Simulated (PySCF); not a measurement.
**Structure from NMR data**

An unknown has the formula C5H8ClF3Si. Its calculated NMR data are:

1H NMR (400 MHz, computed): δ 5.84 (q, 1H), 4.36 (m, 2H), 2.43 (t, 2H), 1.87 (d, 3H).

13C{1H} NMR (computed): δ 139.7 (C), 139.7 (C), 129.4 (CH), 21.4 (CH2), 16.8 (CH3).

Relativity neglected, single conformer, one averaged value for each set of equivalent atoms, no solvent model. Shieldings: GIAO PBE0/pcSseg-1; coordinates at the GFN2-xTB level; PySCF.

Shifts are taken against calculated references (same method and geometry level): 1H (σref 31.72), 13C (σref 186.93) against TMS.

Choose the structure that fits.
A. C/C=C(/CCl)[SiH2]C(F)(F)F
B. C=C[SiH2][C@](C)(Cl)C(F)(F)F
C. C/C=C(/Cl)C[SiH2]C(F)(F)F

Results:

C. 

- Rings plus π bonds: 1 (no ring in the answer).
- 5 carbon signals for 5 carbons: no two carbons are equivalent.
- Carbon types of the structure: 2 × C, 1 × CH, 1 × CH2, 1 × CH3, leaving 2 H on heteroatoms.
- δC 139.7: fully substituted alkene carbon; as expected for a trigonal carbon in a double bond.
- δC 139.7: CF3 carbon; 3 electronegative neighbours deshield it.
- δC 129.4: alkene CH; an sp2 carbon of a C=C bond.
- δC 16.8: allylic methyl carbon; saturated and bonded to C and H only.
- δH 1.87: hydrogen on an allylic methyl carbon; allylic position.

The others: C=C[SiH2][C@](C)(Cl)C(F)(F)F would give 6 signals for carbon-bound and other non-exchanging H, not 4; C/C=C(/CCl)[SiH2]C(F)(F)F has carbons computed at 156.4, 140.2, 135.4, 57.8, 23.6.

Carbons that carry Cl, above all several Cl atoms, come out too deshielded, partly because spin–orbit coupling is missing. Splittings by 19F in the carbon and heteronuclear signals aren't shown, as no couplings were computed. Shifts are as computed. Against solution values, carbons near 30 ppm lie about +3 ppm off and those near 130 ppm about +5 ppm; carbons on Cl a further +6 ppm. Of 1309 compounds with measured shifts, 239 miss one by over three times the rms of a fit or turn the order of signals round; such compounds aren't used in these exercises. No couplings were computed; multiplicities are counted from neighbouring protons, with m where these are inequivalent, close in shift, in a saturated or five-membered ring or joined by F or P, and br s for small geminal =CH2 splittings.
